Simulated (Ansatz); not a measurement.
`[NH2][InH][NH2]` + `C=N[SiH](O)Br` → `[NH2][InH][Br]` + `C=N[SiH](N)O`  (redistribution)

Gas-phase electronic energies from Ansatz, PBE0-D4/def2-TZVP geometries. CCSD(T)/CBS adds triple-zeta CCSD(T) − MP2 to the extrapolated MP2 energy (def2 sets, frozen cores). DFT in def2-TZVPP. def2 core potentials past Kr. For Br, In outer-core shells are correlated without core-valence functions, which leaves a few kJ/mol of doubt a bond. Scalar relativity is left out up to krypton. One conformer a species, not always the lowest.

`[NH2][InH][NH2]`:

Z-matrix (Å, degrees):
```
N
In 1 2.018
H 1 1.008 2 119.7
H 1 1.008 2 119.3 3 -139.7
N 2 2.018 1 112.7 3 158.4
H 2 1.703 1 123.6 3 -21.6
H 5 1.008 2 119.7 1 158.4
H 5 1.008 2 119.3 1 18.7
```

`C=N[SiH](O)Br`:

```xyz
9

C    -0.012    0.615   -1.679
N     0.004    0.775   -0.431
Si    0.118   -0.504    0.726
O    -1.047   -0.335    1.848
Br    2.140   -0.323    1.615
H    -0.099    1.480   -2.345
H     0.059   -0.363   -2.180
H    -0.031   -1.865    0.169
H    -1.133    0.520    2.275
```

`[NH2][InH][Br]`:

Cartesian coordinates in Å:
```
N 0.526 0.777 0.696
In -0.636 -0.500 -0.305
Br 0.766 -2.113 -1.561
H 1.496 0.857 0.435
H 0.170 1.655 1.039
H -2.322 -0.678 -0.304
```

`C=N[SiH](N)O`:

Cartesian coordinates in Å:
```
C -0.392 1.516 -1.421
N 0.168 1.270 -0.321
Si -0.133 -0.126 0.663
N 1.253 -1.082 0.955
O -1.267 -1.031 -0.117
H -1.147 0.864 -1.884
H -0.137 2.425 -1.980
H -0.590 0.365 1.984
H 1.855 -0.838 1.725
H 1.791 -1.444 0.183
H -1.402 -1.920 0.212
```

| level | ΔE (eV) |
| --- | --- |
| ωB97M-V | -1.06 |
| PBE | -0.96 |
| PBE0 | -1.05 |
| MP2/def2-TZVPP | -0.99 |
| SCS-MP2/def2-TZVPP | -1.01 |
| HF/def2-QZVPP | -1.28 |
| MP2/def2-QZVPP | -0.97 |
| HF/CBS(def2) | -1.28 |

(1) What does CCSD(T)/CBS give? (An estimate is asked.)

Largest T1 diagnostic among the species: 0.015.

Answers

(1) Computed: -1.00 eV. The listed levels differ from it by -0.06, 0.04, -0.05, 0.01, -0.01, -0.28, 0.03, -0.28 eV.

From PBE to PBE0 (25 % exact exchange), in def2-TZVPP and without D4, ΔE moves by −0.09 eV. In def2-TZVPP, CCSD(T) changes the Hartree–Fock value by +0.27 eV (the triples alone add +0.04 eV) and MP2 by +0.30 eV.
